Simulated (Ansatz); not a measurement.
Ansatz (a first-principles code) input (B2PLYP/aug-cc-pVQZ):

Ansatz 0.2 input:
```yaml
crystal:
  periodic: [false, false, false]
  atoms:
    - {symbol: F, position_ang: [0.00000000, 0.00000000, 0.00000000]}
basis:
  gaussian:
    orbitals: aug-cc-pVQZ
hamiltonian:
  xc: {name: B2PLYP}
magnetization: {spin_polarized: true, initial_magnetization: 1}
correlation: {electrons: outside_noble_gas}
scf: {lower_state_search: full}
```

Output:

```
Functional definition: B2PLYP
integrals: 0.03 GiB planned
495 factors; integrals over basis functions are off by at most 1.4e-4 eV
mean field: 0.19 GiB planned
mean field evaluation 1: about -2711.7658 eV, gradient 7.5e0 eV
mean field evaluation 2: about -2711.7659 eV, gradient 7.5e0 eV
mean field evaluation 4: about -2711.8808 eV, gradient 2.5e-1 eV
mean field evaluation 8: about -2711.8812 eV, gradient 2.3e-3 eV
mean field evaluation 16: about -2711.6430 eV, gradient 1.1e1 eV
mean field evaluation 32: about -2711.8210 eV, gradient 4.1e0 eV
mean field -2711.88117440 eV, -99.6597949802 hartree, gradient 1.0e-6 eV, S^2 0.752544; 2 other end points of the search recorded, 0 dependent functions left out
1 core orbitals not correlated
reference -2711.88126169 eV, -99.6597981881 hartree; 4, 3 occupied and 75, 76 virtual orbitals, 495 factors
second order -6.98422288 eV of doubles, -0.00000000 eV of singles
Total energy: -2713.76700187 eV, -99.7290978615 hartree
```
